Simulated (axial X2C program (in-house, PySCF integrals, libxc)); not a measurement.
**Bond lengths and stretching modes, held linear, of CoOH⁻**

Calculated with an in-house all-electron X2C program for linear molecules (integrals from PySCF): two-component X2C with atomic mean-field Coulomb and Gaunt terms, Gaussian nuclei, basis Co dyall-v3z, O dyall-av3z, H dyall-v3z with contracted cores. Spin-free rows use the one-electron spin-free X2C Hamiltonian.

Masses Co 58.933, O 15.995, H 1.008 u. States: 2c Ω = 9/2 (beyond evenly filled blocks: ω = 1/2, ω = 3/2, ω = 5/2); spin-free M_S = 3/2, Λ = 3 (beyond evenly filled blocks: σα, π+α, π+β, π-α, δ+α, δ+β, δ-α).

TPSSh, 2c: energies above the lowest point

| r(Co–O) (Å) | r(O–H) (Å) | E (meV) |
| --- | --- | --- |
| 1.7774 | 0.9272 | 29.59 |
| 1.7774 | 0.9510 | 7.38 |
| 1.7774 | 0.9748 | 15.89 |
| 1.8230 | 0.9272 | 22.30 |
| 1.8230 | 0.9510 | 0.00 |
| 1.8230 | 0.9748 | 8.52 |
| 1.8230 | 0.9986 | 42.95 |
| 1.8686 | 0.9272 | 46.06 |
| 1.8686 | 0.9510 | 23.50 |
| 1.8686 | 0.9748 | 31.82 |
| 1.9142 | 0.9510 | 70.37 |
| 1.9142 | 0.9986 | 112.37 |

Fit a quadratic surface with cubic terms in each bond: where is the minimum, and what are the two stretching wavenumbers?

At TPSSh, 2c: bonds 1.810 and 0.956 Å; harmonic stretches 571.8 and 3888.1 cm⁻¹; force constants 2.55, 8.43 and coupling -0.03 mdyn/Å.

The other levels and Hamiltonians give:

```tsv
Hamiltonian	level	r(Co–O) (Å)	r(O–H) (Å)	lower stretch (cm⁻¹)	upper stretch (cm⁻¹)
2c	PBE0	1.821	0.950	565.5	3997.3
2c	HF	1.894	0.932	520.3	4254.1
2c	MP2	1.873	0.956	508.5	3927.3
spin-free	PBE0	1.821	0.950	565.6	3997.0
spin-free	HF	1.893	0.932	520.4	4254.1
spin-free	TPSSh	1.809	0.956	571.9	3887.7
spin-free	MP2	1.870	0.956	514.1	3940.7
```

Each state is one determinant, the lowest of a limited PBE0 search; the stretches come from a fit to these few points and carry an uncertainty of a few per cent. Other orders of the atoms were not compared. MP2 freezes inner shells (threshold -2 hartree). For an anion the highest level of a functional can be positive, and the basis then holds the extra electron. The molecule was held linear; bending was not examined, so a bent shape may lie lower. Note: functional without a current term on a determinant with orbital currents, of the molecule or an atom. Note: several unpaired electrons, one determinant need not be a pure state.
